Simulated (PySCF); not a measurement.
## Orbital energies and ionisation energy

C7H13F.
Numbering: `[CH3:1][C:2]([CH3:3])([CH3:4])[C@@H:5]1[CH2:6][C@@H:7]1[F:8]` (hydrogens: H9, H10, H11 on C1; H12, H13, H14 on C3; H15, H16, H17 on C4; H18 on C5; H19, H20 on C6; H21 on C7)

Structure used (PBE0-D3(BJ)/def2-SVP), in Å, numbered top down from 1:
```xyz
21
C7H13F angstrom
C     -0.467    1.638    0.070
C     -0.612    0.119   -0.043
C     -1.296   -0.402    1.224
C     -1.463   -0.225   -1.270
C      0.727   -0.608   -0.183
C      2.061   -0.026    0.226
C      1.758   -0.279   -1.210
F      1.566    0.794   -2.027
H     -1.465    2.103    0.109
H      0.073    2.063   -0.786
H      0.062    1.923    0.993
H     -1.466   -1.490    1.170
H     -2.274    0.084    1.368
H     -0.682   -0.200    2.116
H     -2.471    0.213   -1.186
H     -0.994    0.161   -2.187
H     -1.578   -1.315   -1.379
H      0.624   -1.686   -0.011
H      2.073    1.025    0.523
H      2.795   -0.653    0.739
H      2.263   -1.090   -1.745
```

Level: wB97X-D/def2-SVPD (PySCF). Frontier orbitals with their largest atomic shares (Löwdin; up to four atoms above 4 %):

```json
{"orbital": "HOMO−3", "ε (eV)": "-11.26", "main atoms": "C2 16 %, C1 13 %, C5 10 %, C3 10 %"}
{"orbital": "HOMO−2", "ε (eV)": "-11.10", "main atoms": "C2 22 %, C1 20 %, C5 12 %, C3 8 %"}
{"orbital": "HOMO−1", "ε (eV)": "-10.16", "main atoms": "C6 32 %, C5 17 %, C7 12 %, F8 9 %"}
{"orbital": "HOMO", "ε (eV)": "-9.78", "main atoms": "?"}
{"orbital": "LUMO", "ε (eV)": "2.28", "main atoms": "C3 11 %, H18 9 %, C6 8 %, C4 8 %"}
{"orbital": "LUMO+1", "ε (eV)": "2.76", "main atoms": "H21 14 %, C7 12 %, C1 8 %, C3 7 %"}
{"orbital": "LUMO+2", "ε (eV)": "2.94", "main atoms": "C6 21 %, H20 16 %, H19 12 %, C4 10 %"}
```

Problem. What vertical ionisation energy does ΔSCF give, and how far is −ε(HOMO) from it?

Solution. ΔSCF: 9.95 eV (960 kJ/mol; threshold wavelength 125 nm); ⟨S²⟩ of the doublet left behind is 0.754, against 0.75 for a pure doublet. −ε(HOMO) is 9.78 eV, 0.17 eV below it. For the exact functional −ε(HOMO) would equal the first vertical ionisation energy; wB97X-D (range-separated hybrid) comes within 0.17 eV of that here. Holes in the HOMO−1 and HOMO−2 were tried too where these lie within 1.2 eV of the HOMO; the lowest converged state counts.

Problem. On which atoms does the HOMO lie?

Solution. C7 (sp3 C–F carbon) 25 %, C5 (three-membered-ring carbon) 21 %, F8 (alkyl fluorine) 16 %, C6 (three-membered-ring carbon) 10 %, so no atom holds as much as 40 %. The HOMO−1 lies 0.38 eV lower.

Problem. With α = 82.6 au, estimate the like-pair dispersion coefficient by London's formula C6 = (3/4)α²I.

Solution. I = 0.3658 Eh, so C6 ≈ 1870 au, a rough estimate.

Problem. What kinetic energy would electrons from this vertical process carry with He I light (21.218 eV)?

Solution. 21.22 − 9.95 = 11.27 eV.

Problem. What total energies stand behind the ΔSCF value?

Solution. E(N) = -374.01526 Eh and E(N − 1) = -373.64946 Eh at the same geometry, 0.36580 Eh apart.

Isolated species at its PBE0-D3(BJ)/def2-SVP geometry, gas phase.

These values come from a run that also computed excited states and ΔSCF ions. Hardware: one thread, AMD EPYC 9R45 (x86_64), no GPU (shared host). Cost: 2.2 min of wall time, 1.2 GiB resident at most.

wB97X-D is run here without its empirical dispersion term; that term would change no orbital, density or response property at a fixed geometry.
